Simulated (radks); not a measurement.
Values are calculated unless marked as measured or tabulated.
Q: These are the eigenvalues of the occupied orbitals of an atom or ion with whole-number occupations (hartree). Code: a radial shooting solver on a logarithmic mesh with Libxc functionals. Model: scalar-relativistic Kohn-Sham, Slater X-alpha with alpha = 0.867, spin-polarised, spherical densities, finite nucleus; Fermi nuclear charge, rms radius of each element as measured or else 0.836 A^(1/3) + 0.57 fm.

1s up: -1216.399
1s down: -1216.395
2s up: -189.1054
2s down: -189.1036
2p up: -170.1131
2p down: -170.1103
3s up: -38.72029
3s down: -38.71692
3p up: -32.53370
3p down: -32.53003
3d up: -23.22953
3d down: -23.22617
4s up: -7.19268
4s down: -7.18504
4p up: -5.23712
4p down: -5.22823
4d up: -2.36988
4d down: -2.35467
5s up: -1.06286
5s down: -0.98165
5p up: -0.64576
5p down: -0.56143

Which element is it, and in what charge state? The configuration may be excited. Open shells, if any, are filled with parallel spins first.

A: Z = 53, iodine, charge +1: I+ in [Kr] 4d10 5s2 5p4. The list shows which subshells hold electrons but not how many an open one holds; the 1s level, -1216.4 hartree, gives Z - s = 49.3 by -(Z - s)^2/2, which with screening and relativity narrows Z to a few neighbours, and the depths of the outer levels then fix element, charge and occupations together.
